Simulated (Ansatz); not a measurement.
Mulliken charges of FHMoO2S (`[O]=[Mo]([OH])([F])=[S]`) from ωB97M-V/def2-TZVPP in Ansatz (PBE0-D4/def2-TZVP geometry).

| atom | x (Å) | y (Å) | z (Å) | charge (e) |
| --- | --- | --- | --- | --- |
| O1 | -1.383 | 0.227 | 1.045 | -0.459 |
| Mo2 | -0.304 | 0.128 | -0.219 | 1.368 |
| O3 | 1.305 | -0.572 | 0.387 | -0.468 |
| F4 | -1.011 | -0.918 | -1.557 | -0.383 |
| S5 | 0.041 | 2.071 | -0.947 | -0.277 |
| H6 | 1.395 | -0.999 | 1.245 | 0.218 |

By hand: the dipole of these point charges (1 e Å = 4.8032 D).

Σ q r = (0.288, -0.101, 0.170) e Å, of length 0.349 e Å = 1.68 D.

How does the dipole of the full density compare? (Estimate.)

Computed: (0.294, -0.309, 0.303) e Å, 2.51 D; the point charges give 0.67 times that, at 24° from its direction.

Point charges leave out the atoms' own dipoles, such as those of lone pairs, and Mulliken's split depends on the basis, so the two needn't agree.
